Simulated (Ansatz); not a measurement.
Reaction (redistribution): `C[CH](C)[Ge][Cl]` + `O[Si]Br` → `C[CH](C)[Ge][OH]` + `Cl[Si]Br`

Gas-phase electronic energies from Ansatz, PBE0-D4/def2-TZVP geometries. CCSD(T)/CBS adds triple-zeta CCSD(T) − MP2 to the extrapolated MP2 energy (def2 sets, frozen cores). DFT in def2-TZVPP. For Br, Ge outer-core shells are correlated without core-valence functions, which leaves a few kJ/mol of doubt a bond. Scalar relativity is left out up to krypton. Each species was taken in one conformer, which may not be the lowest.

| level | ΔE (kcal/mol) |
| --- | --- |
| B97M-V | 15.2 |
| BHLYP-D4 | 17.4 |
| B2PLYP | 15.2 |
| PBE-QIDH | 15.5 |
| BLYP | 14.0 |
| RPA@PBE/def2-TZVPP | 14.3 |
| HF/def2-TZVPP | 19.1 |
| CCSD(T)/def2-TZVPP | 15.1 |

What does CCSD(T)/CBS give? (Estimate.)

Computed: +15.0 kcal/mol. The listed levels differ from it by 0.2, 2.4, 0.2, 0.5, -1.0, -0.7, 4.1, 0.1 kcal/mol.

What do rigid-rotor, harmonic-oscillator terms from PBE0-D4/def2-TZVP frequencies (298.15 K, 1 bar) make of the CCSD(T)/CBS value? (Best estimate.)

Computed: ΔZPE = -0.1 kcal/mol, ΔH = +14.8 kcal/mol, ΔS = -7 J/(mol·K), ΔG = +15.4 kcal/mol. Modes under 50 cm⁻¹ make the entropy rough.

Largest T1 diagnostic among the species: 0.013.

Leaving LDA and LC-ωPBE aside and taking each functional with its dispersion term where it has one, the values, not all of them listed here, spread over 4.0 kcal/mol, from revPBE-D4 to BHLYP-D4. From BLYP to BHLYP (50 % exact exchange), in def2-TZVPP and without D4, ΔE moves by +3.0 kcal/mol. At CCSD(T), def2-SVP lies −1.4 kcal/mol from the extrapolated value and def2-TZVPP +0.1 kcal/mol.

CCSD(T)/CBS has its own doubt, a few kJ/mol and more with outer-core shells, so smaller differences from it don't rank the levels.
